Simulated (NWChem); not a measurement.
# MgSiH3Br; SMILES [SiH3][Mg][Br]

Computed with NWChem. This build's default masses of Se (78.918 u) and Br (79.917 u) are each other's, which moves their modes by up to 0.6 %. Each level has its own optimisation; frequencies are unscaled.

For level B3LYP/3-21G:

```
Item           Value
-------------  -----
lowest (cm⁻¹)     76
dipole (D)      1.44
```

Problem. Estimate the same quantities for level PBE-D3(BJ)/def2-SVP.

Solution. 
| Item | Value |
|---|---|
| lowest (cm⁻¹) | 92 |
| dipole (D) | 1.29 |
